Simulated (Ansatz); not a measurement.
```yaml
crystal:
  periodic: [false, false, false]
  atoms:
    - {symbol: O, position_ang: [1.086960, 1.214228, -0.016213]}
    - {symbol: Si, position_ang: [-0.007537, -0.020201, -0.003186]}
    - {symbol: F, position_ang: [-1.326124, 0.366238, -0.752381]}
    - {symbol: F, position_ang: [0.697250, -1.214273, -0.727618]}
    - {symbol: F, position_ang: [-0.400548, -0.419592, 1.457998]}
basis:
  gaussian: {orbitals: def2-TZVP}
total_charge: 1
hamiltonian: {xc: {name: PBE0}}
output: {forces: true}
```

```sh
$ ansatz run in.yaml --threads 4 --pin off --events-out ev --progress --plain --max-ram 10444MiB
```

It prints (some lines left out):

```
Functional definition: PBE0
887 factors; their error is unknown
mean field evaluation 1: about -18044.1944 eV, gradient 8.9e1 eV
mean field evaluation 2: about -17971.2116 eV, gradient 2.1e2 eV
mean field evaluation 4: about -18055.2095 eV, gradient 1.2e1 eV
mean field evaluation 8: about -18055.4912 eV, gradient 7.3e-1 eV
mean field evaluation 16: about -18055.5556 eV, gradient 3.5e-3 eV
mean field evaluation 32: about -18055.5556 eV, gradient 8.1e-5 eV
mean field -18055.55556389 eV, -663.5294284778 hartree, gradient 5.6e-6 eV, S^2 0.000000; 4 other end points of the search recorded, 0 dependent functions left out
reference -18055.55557994 eV, -663.5294290677 hartree; 24, 24 occupied and 137, 137 virtual orbitals, 887 factors
Total energy: -18055.55557994 eV, -663.5294290677 hartree
Atom 0 at     1.086960     1.214228    -0.016213 Å, force     1.151891     0.779830    -0.167613 eV/Å
Atom 1 at    -0.007537    -0.020201    -0.003186 Å, force    -3.085351    -2.453397     0.338453 eV/Å
Atom 2 at    -1.326124     0.366238    -0.752381 Å, force     0.745869     0.349383     0.104767 eV/Å
Atom 3 at     0.697250    -1.214273    -0.727618 Å, force     0.614682     0.797014     0.028516 eV/Å
Atom 4 at    -0.400548    -0.419592     1.457998 Å, force     0.572909     0.527170    -0.304123 eV/Å
Dipole moment:     0.368884     0.307279    -0.037879 e Å
```

Hardware: 4 threads of an Arm Neoverse V2 on a shared host. Wall time 5.5 s, peak host memory 0.39 GiB.
